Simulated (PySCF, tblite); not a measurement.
Potential energy curve for SMILES [Cl][Ga]([Cl])[Cl] (Cl₃Ga). The Ga1–Cl4 bond (Ga1 also carries Cl, Cl; Cl4 carries nothing else) is pulled apart rigidly from the PBE0/def2-TZVP optimised geometry.

- UKS-M06-2X = unrestricted M06-2X/cc-pVDZ in PySCF
- GFN2-xTB, 300 K electronic temperature (tblite)
- RKS-M06-2X = restricted M06-2X/cc-pVDZ in PySCF 2.14.0
- RHF/cc-pVDZ (PySCF)
- UHF/cc-pVDZ (PySCF)

Energies are in eV, each relative to the lowest point of its own curve near equilibrium.

```csv
R / Å,UKS-M06-2X,GFN2-xTB,RKS-M06-2X,RHF,UHF
1.69,3.496,2.381,3.496,3.527,3.527
1.80,1.641,0.921,1.641,1.646,1.646
1.91,0.617,0.269,0.617,0.612,0.612
2.00,0.190,0.052,0.190,0.185,0.185
2.03,0.108,___,0.108,0.103,0.103
2.11,0.000,0.000,0.000,0.000,0.000
2.20,0.026,0.063,0.026,0.035,0.035
2.25,0.089,0.125,0.089,0.105,0.105
2.34,0.265,0.274,0.265,0.295,0.295
2.43,0.497,0.457,0.497,0.543,0.543
2.63,1.112,0.935,1.112,1.198,1.198
2.83,1.762,___,1.762,1.890,1.890
3.19,2.834,2.295,2.834,3.042,2.750
3.52,3.541,2.901,3.631,3.923,3.027
3.85,3.877,3.329,4.247,4.644,3.130
4.19,4.072,___,4.727,5.245,___
4.60,4.186,3.780,5.151,5.814,3.180
5.21,4.242,3.893,5.565,___,3.179
5.68,4.250,3.927,___,6.723,3.181
6.35,4.254,3.951,5.957,7.027,3.183
7.37,4.256,3.972,6.126,7.312,3.184
```

Problem. Fill in the missing entries.

Solution. 
- 2.03, GFN2-xTB: 0.020
- 2.83, GFN2-xTB: 1.448
- 4.19, GFN2-xTB: 3.602
- 4.19, UHF: 3.169
- 5.21, RHF: 6.411
- 5.68, RKS-M06-2X: 5.769

The unrestricted determinant behind UKS-M06-2X is spin-contaminated at 3.52 to 7.37 Å (<S²> up to 1.0, against 0.00 for a pure singlet). At the longest distance RKS-M06-2X leaves fractional charges on the fragments, a sign of delocalisation error or of the restricted form. The restricted form behind RKS-M06-2X, RHF keeps the bonding electrons paired and can't separate into open-shell fragments. The unrestricted determinant behind UHF is spin-contaminated at 3.19 to 7.37 Å (<S²> up to 1.0, against 0.00 for a pure singlet).
